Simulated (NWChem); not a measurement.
The numbers come from NWChem runs, not from measurements. System: H3ClSi, charge 0, spin multiplicity 1, at a geometry optimised with PBE/def2-SVP. The structure started from a generated list of species. Level: MP2/def2-TZVP, 10 core orbitals frozen.

Job file:

```
start mol
memory heap 200 mb stack 900 mb global 1100 mb
geometry units angstroms nocenter noautoz
  Si     0.996791     0.027919     0.000000
  Cl    -1.083239    -0.030341     0.000000
  H      1.466817     0.750666     1.228539
  H      1.466817     0.750666    -1.228539
  H      1.526354    -1.376398     0.000000
  symmetry group Cs
end
basis spherical
  * library def2-tzvp
end
scf
  rhf
  nopen 0
  maxiter 100
  thresh 1e-7
  semidirect memsize 60000000 filesize 0
end
mp2
  freeze core 10
end
task mp2 energy
```

Part of the output:

```
             Northwest Computational Chemistry Package (NWChem) 7.3.0
             --------------------------------------------------------

                                NWChem Input Module
                                -------------------

 Scaling coordinates for geometry "geometry" by  1.889725989
 (inverse scale =  0.529177249)

 Turning off AUTOSYM since
 SYMMETRY directive was detected!

                             Geometry "geometry" -> ""
                             -------------------------

 Output coordinates in angstroms (scale by  1.889725989 to convert to a.u.)

  No.       Tag          Charge          X              Y              Z
 ---- ---------------- ---------- -------------- -------------- --------------
    1 Si                  14.0000     0.99679100     0.02791900     0.00000000
    2 Cl                  17.0000    -1.08323900    -0.03034100     0.00000000
    3 H                    1.0000     1.46681700     0.75066600     1.22853900
    4 H                    1.0000     1.46681700     0.75066600    -1.22853900
    5 H                    1.0000     1.52635400    -1.37639800     0.00000000

 Effective nuclear repulsion energy (a.u.)      85.1711654497

            Nuclear Dipole moment (a.u.)
            ----------------------------
        X                 Y               Z
 ---------------- ---------------- ----------------
    -0.0000018897     0.0000056692     0.0000000000

      Symmetry information
      --------------------

 Group name             Cs
 Group number              2
 Group order               2
 No. of unique centers     4

      Symmetry unique atoms

     1    2    3    5


 Summary of "ao basis" -> "" (spherical)
 ------------------------------------------------------------------------------
       Tag                 Description            Shells   Functions and Types
 ---------------- ------------------------------  ------  ---------------------
 *                         def2-tzvp                  on all atoms

 Summary of "ao basis" -> "ao basis" (spherical)
 ------------------------------------------------------------------------------
       Tag                 Description            Shells   Functions and Types
 ---------------- ------------------------------  ------  ---------------------
 Si                        def2-tzvp                13       37   5s5p2d1f
 Cl                        def2-tzvp                13       37   5s5p2d1f
 H                         def2-tzvp                 4        6   3s1p

                                 NWChem SCF Module
                                 -----------------

  ao basis        = "ao basis"
  functions       =    92
  atoms           =     5
  closed shells   =    17
  open shells     =     0
  charge          =   0.00
  wavefunction    = RHF
  use symmetry    = T
  symmetry adapt  = T

 Summary of "ao basis" -> "ao basis" (spherical)
 ------------------------------------------------------------------------------
       Tag                 Description            Shells   Functions and Types
 ---------------- ------------------------------  ------  ---------------------
 Si                        def2-tzvp                13       37   5s5p2d1f
 Cl                        def2-tzvp                13       37   5s5p2d1f
 H                         def2-tzvp                 4        6   3s1p

      Symmetry analysis of basis
      --------------------------

        a'         61
        a"         31

 Forming initial guess at       0.0s

      Superposition of Atomic Density Guess
      -------------------------------------

 Sum of atomic energies:        -749.81252671

      Non-variational initial energy
      ------------------------------

 Total energy =    -750.195666
 1-e energy   =   -1206.452158
 2-e energy   =     371.085326
 HOMO         =      -0.390029
 LUMO         =       0.037309

      Symmetry analysis of molecular orbitals - initial
      -------------------------------------------------

  Numbering of irreducible representations:

     1 a'          2 a"

  Orbital symmetries:

     1 a'          2 a'          3 a'          4 a'          5 a'
     6 a"          7 a'          8 a'          9 a"         10 a'
    11 a'         12 a'         13 a'         14 a'         15 a"
    16 a'         17 a"         18 a'         19 a'         20 a"
    21 a'         22 a'         23 a"         24 a'         25 a'
    26 a'         27 a"

 Starting SCF solution at       0.7s

 ----------------------------------------------
         Quadratically convergent ROHF

 Convergence threshold     :          1.000E-07
 Maximum no. of iterations :          100
 Final Fock-matrix accuracy:          1.000E-09
 ----------------------------------------------

              iter       energy          gnorm     gmax       time
             ----- ------------------- --------- --------- --------
                 1     -750.2179818529  5.09D-01  1.40D-01      0.8
                 2     -750.2429170744  2.08D-01  5.42D-02      0.8
                 3     -750.2464055561  7.14D-03  2.03D-03      0.9
                 4     -750.2464110252  3.70D-05  1.20D-05      1.1
                 5     -750.2464110254  5.42D-09  1.95D-09      1.3

       Final RHF  results
       ------------------

         Total SCF energy =   -750.246411025401
      One-electron energy =  -1207.653066929676
      Two-electron energy =    372.235490454573
 Nuclear repulsion energy =     85.171165449703

        Time for solution =      0.6s

       Symmetry analysis of molecular orbitals - final
       -----------------------------------------------

  Numbering of irreducible representations:

     1 a'          2 a"

  Orbital symmetries:

     1 a'          2 a'          3 a'          4 a'          5 a"
     6 a'          7 a'          8 a'          9 a'         10 a"
    11 a'         12 a'         13 a'         14 a'         15 a"
    16 a'         17 a"         18 a'         19 a"         20 a'
    21 a'         22 a'         23 a"         24 a'         25 a'
    26 a"         27 a'

             Final eigenvalues
             -----------------

              1
    1 -104.8283
    2  -68.8262
    3  -10.5576
    4   -8.0242
    5   -8.0233
    6   -8.0233
    7   -6.1710
    8   -4.2779
    9   -4.2770
   10   -4.2770
   11   -1.0953
   12   -0.7269
   13   -0.5276
   14   -0.5256
   15   -0.5256
   16   -0.4522
   17   -0.4522
   18    0.1098
   19    0.1532
   20    0.1532
   21    0.1597
   22    0.2638
   23    0.2638
   24    0.3034
   25    0.3199
   26    0.3342
   27    0.3342

                       ROHF Final Molecular Orbital Analysis
                       -------------------------------------

 Vector   15  Occ=2.000000D+00  E=-5.255529D-01  Symmetry=a"
              MO Center=  5.8D-01,  3.5D-01,  1.0D-10, r^2= 2.9D+00
   Bfn.  Coefficient  Atom+Function         Bfn.  Coefficient  Atom+Function
  ----- ------------  ---------------      ----- ------------  ---------------
    54      0.290462  2 Cl pz                17      0.276676  1 Si pz
    76      0.184345  3 H  s                 82     -0.184345  4 H  s
    57      0.166234  2 Cl pz

 Vector   16  Occ=2.000000D+00  E=-4.521725D-01  Symmetry=a'
              MO Center= -2.3D-01, -1.8D-01, -1.5D-11, r^2= 3.0D+00
   Bfn.  Coefficient  Atom+Function         Bfn.  Coefficient  Atom+Function
  ----- ------------  ---------------      ----- ------------  ---------------
    53      0.455159  2 Cl py                56      0.308374  2 Cl py
    50      0.210788  2 Cl py                44     -0.166017  2 Cl py
    88      0.162737  5 H  s                 16     -0.158730  1 Si py

 Vector   17  Occ=2.000000D+00  E=-4.521717D-01  Symmetry=a"
              MO Center= -2.4D-01,  1.7D-01,  1.5D-11, r^2= 3.0D+00
   Bfn.  Coefficient  Atom+Function         Bfn.  Coefficient  Atom+Function
  ----- ------------  ---------------      ----- ------------  ---------------
    54      0.455330  2 Cl pz                57      0.308491  2 Cl pz
    51      0.210867  2 Cl pz                45     -0.166080  2 Cl pz
    17     -0.158798  1 Si pz

 Vector   18  Occ=0.000000D+00  E= 1.097856D-01  Symmetry=a'
              MO Center=  1.1D+00,  3.1D-02,  3.3D-14, r^2= 5.4D+00
   Bfn.  Coefficient  Atom+Function         Bfn.  Coefficient  Atom+Function
  ----- ------------  ---------------      ----- ------------  ---------------
    18      1.327187  1 Si px                42      0.818341  2 Cl s
    55      0.430491  2 Cl px                77     -0.259260  3 H  s
    83     -0.259260  4 H  s                 89     -0.259321  5 H  s

 Vector   19  Occ=0.000000D+00  E= 1.532146D-01  Symmetry=a"
              MO Center=  9.4D-01, -5.4D-01,  5.9D-10, r^2= 5.0D+00
   Bfn.  Coefficient  Atom+Function         Bfn.  Coefficient  Atom+Function
  ----- ------------  ---------------      ----- ------------  ---------------
    20      2.034049  1 Si pz                77     -1.415241  3 H  s
    83      1.415241  4 H  s                 57     -0.391102  2 Cl pz

 Vector   20  Occ=0.000000D+00  E= 1.532160D-01  Symmetry=a'
              MO Center=  9.1D-01,  6.0D-01, -5.9D-10, r^2= 5.0D+00
   Bfn.  Coefficient  Atom+Function         Bfn.  Coefficient  Atom+Function
  ----- ------------  ---------------      ----- ------------  ---------------
    19      2.033318  1 Si py                89      1.634114  5 H  s
    77     -0.817228  3 H  s                 83     -0.817228  4 H  s
    56     -0.390951  2 Cl py

 center of mass
 --------------
 x =  -0.15748131 y =  -0.00441114 z =   0.00000000

 moments of inertia (a.u.)
 ------------------
          21.929868081741          -7.203392345849           0.000000000000
          -7.203392345849         278.897272660573           0.000000000000
           0.000000000000           0.000000000000         279.099094066808

  Mulliken analysis of the total density
  --------------------------------------

    Atom       Charge   Shell Charges
 -----------   ------   -------------------------------------------------------
    1 Si  14    13.57   2.00  0.58  1.39  0.83  0.35  4.12  1.73  0.51  1.35  0.27  0.15  0.23  0.04
    2 Cl  17    17.33   2.01  0.45  1.52  1.08  0.87  4.18  1.69  1.07  2.90  1.53  0.01  0.03  0.00
    3 H    1     1.03   0.24  0.56  0.23  0.01
    4 H    1     1.03   0.24  0.56  0.23  0.01
    5 H    1     1.03   0.24  0.56  0.23  0.01

       Multipole analysis of the density wrt the origin
       ------------------------------------------------

     L   x y z        total         open         nuclear
     -   - - -        -----         ----         -------
     0   0 0 0     -0.000000      0.000000     34.000000

     1   1 0 0      0.576766      0.000000     -0.000002
     1   0 1 0      0.016146      0.000000      0.000006
     1   0 0 1     -0.000000      0.000000      0.000000

     2   2 0 0    -20.516435      0.000000    144.596206
     2   1 1 0      0.013539      0.000000      3.748374
     2   1 0 1     -0.000000      0.000000      0.000000
     2   0 2 0    -21.000657      0.000000     10.884721
     2   0 1 1      0.000000      0.000000      0.000000
     2   0 0 2    -21.001052      0.000000     10.779672

                   NWChem MP2 Semi-direct Energy/Gradient Module
                   ---------------------------------------------

  Basis functions       =     92
  Molecular orbitals    =     92
  Frozen core           =     10
  Frozen virtuals       =      0
  Active alpha occupied =      7
  Active beta occupied  =      7
  Active alpha virtual  =     75
  Active beta virtual   =     75
  Use MO symmetry       = T
  Use skeleton AO sym   = T

  AO/Fock/Back tols     =   1.0D-09  1.0D-09  1.0D-09

 GA uses MA = F    GA memory limited = T

 Available:
  local mem=  1.26D+08
 global mem=  1.44D+08
 local disk=  0.00D+00
  mp2_memr nvloc                    75
  nvloc new                    75
   1 passes of   7:        5242880                      43506                   7507982.
   1 passes of   7: M    126151833           G      144162272           F     120908953.

 Semi-direct pass number   1 of   1  for RHF alpha+beta  at        1.4s
  vrange nnbf                  4198
  mp2_eaftype                    28  avail_ma_in_mb                  1099
 EAF : mp2_eaftype filesize          28    3753991.
  mp2_eaf for mointskh                     28
Node 0 wrote     17.6 Mb in      0.0 s     Agg I/O rate:  1545.8 Mb/s
 Done moints_semi at        2.8s
  mp2_eaftype                    28  avail_ma_in_mb                  1071
 EAF : mp2_eaftype filesize          28    3753991.
  mp2_eaf for kh                    28
 Done maket at        2.8s
 Done multipass loop at        2.8s

          -------------------------------------------
          SCF energy                -750.246411025401
          Correlation energy          -0.307268139470
          Singlet pairs               -0.211404351505
          Triplet pairs               -0.095863787965
          Total MP2 energy          -750.553679164871
          -------------------------------------------

          ---------------------------------------------------
                    Spin Component Scaled (SCS) MP2
          Same spin pairs                     -0.063909191976
          Same spin scaling factor             0.333333333333
          Opposite spin pairs                 -0.243358947493
          Opposite spin scaling fact.          1.200000000000
          SCS-MP2 correlation energy          -0.313333800984
          Total SCS-MP2 energy              -750.559744826385
          ---------------------------------------------------

 -----------------------
 Performance information
 -----------------------

 Timer overhead =  1.04D-07 seconds/call

               Nr. of calls         CPU time (s)                 Wall time (s)                GFlops
             ---------------    -------------------     ------------------------------   -------------------
Name         Min   Avg   Max    Min     Avg     Max     Min     Avg     Max   Mx/calls   Min     Max     Sum
mp2: moin     1     1     1    1.4     1.4     1.4      1.4     1.4     1.4     1.4      0.0     0.0     0.0
mp2: make     1     1     1   5.71E-2 5.71E-2 5.71E-2  5.71E-2 5.71E-2 5.71E-2 5.71E-2   0.0     0.0     0.0
mp2: tota     1     1     1    1.5     1.5     1.5      1.5     1.5     1.5     1.5      0.0     0.0     0.0

 The average no. of pstat calls per process was 3.00D+00
 with a timing overhead of 3.13D-07s

 Task  times  cpu:        2.8s     wall:        2.8s

 Total times  cpu:        2.9s     wall:        2.9s
```
